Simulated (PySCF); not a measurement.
AlCl, neutral, multiplicity 1. Atoms are numbered in the order given.

```xyz
2

Al     0.0000     0.0000    -1.2166
Cl     0.0000     0.0000     0.9304
```

The structure is a stationary point at PBE0-D3(BJ)/def2-TZVPD.

All values below come from PBE0-D3(BJ)/def2-TZVPD in PySCF.

Frequencies are harmonic and unscaled.

Computed vibrational spectrum:
| mode | ν (cm⁻¹) | IR (km/mol) | Raman (Å⁴/amu) | depolarisation | moving atoms (share of kinetic energy) |
|---|---|---|---|---|---|
| 1 | 470 | 128.2 | 14.3 | 0.48 | Al 57 %, Cl 43 % |
